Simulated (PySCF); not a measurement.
3-ethenylthietane (C5H8S), SMILES C=CC1CSC1.

The structure is a stationary point at B3LYP-D3(BJ)/def2-SVP. Other conformers were not sampled.

Vertical ionisation energy (IE) and electron affinity (EA) in eV. Rows of orbital energies are one-electron estimates. Where ΔSCF, EOM or ADC give a negative EA the extra electron is unbound and the value depends on the basis.

| level | IE | EA |
|---|---|---|
| −ε(HOMO), −ε(LUMO), M06-2X/def2-TZVP (PySCF) | 7.55 | -0.36 |
| −ε(HOMO), −ε(LUMO), PBE/def2-TZVP (PySCF) | (withheld) | (withheld) |

Problem. Some entries are withheld; supply them. (The exact figures need the calculation; the answer reports its results.)

Solution. 
- −ε(HOMO), −ε(LUMO), PBE/def2-TZVP (PySCF), IE: 5.10
- −ε(HOMO), −ε(LUMO), PBE/def2-TZVP (PySCF), EA: 1.52
